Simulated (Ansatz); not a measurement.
The cluster Al2Ni⁻ (the lowest doublet isomer of a short search) was relaxed with r2SCAN-D4 (def2-TZVPD) in Ansatz in these states: charge -1 doublet, charge -1 quartet. The geometries follow in no particular order.

A:

Cartesian coordinates in Å:
```
Ni 0.401 -0.402 -1.077
Al -1.386 0.261 0.075
Al 0.985 0.142 1.002
```

B:

```xyz
3

Ni    0.148   -0.011    1.297
Al   -1.032    0.888   -0.532
Al    0.885   -0.877   -0.765
```

Problem. Judge from the bond lengths which geometry belongs to which state (an estimate).

Solution. A is the charge -1 doublet (Ni1–Al3 2.227 Å, Ni1–Al2 2.227 Å, Al2–Al3 2.549 Å); B is the charge -1 quartet (Ni1–Al3 2.354 Å, Ni1–Al2 2.354 Å, Al2–Al3 2.616 Å).

At r2SCAN-D4/def2-TZVPD the charge -1 doublet is spin-contaminated (final ⟨S²⟩ up to 0.87, 0.75 for a pure state). At r2SCAN-D4/def2-TZVPD the highest occupied level of the charge -1 doublet lies above zero (up to 0.63 eV). By energy differences its removal costs 1.35 eV (vertical, to the charge 0 singlet, at r2SCAN-D4/def2-TZVPD); a positive level beside a positive removal energy at the same level points to self-interaction error. At r2SCAN-D4/def2-TZVPD the highest occupied level of the charge -1 quartet lies above zero (up to 0.56 eV). It is a level of α spin, whose loss leaves a triplet; that state wasn't run at this geometry and level. The electron is either unbound and held by the finite basis, or the level is raised by self-interaction error. At PBE0-D4/def2-TZVPD a quartet lies 0.10 eV below the charge -1 doublet. These are the stationary points nearest to one start from a short search; other shapes may lie lower in each state.
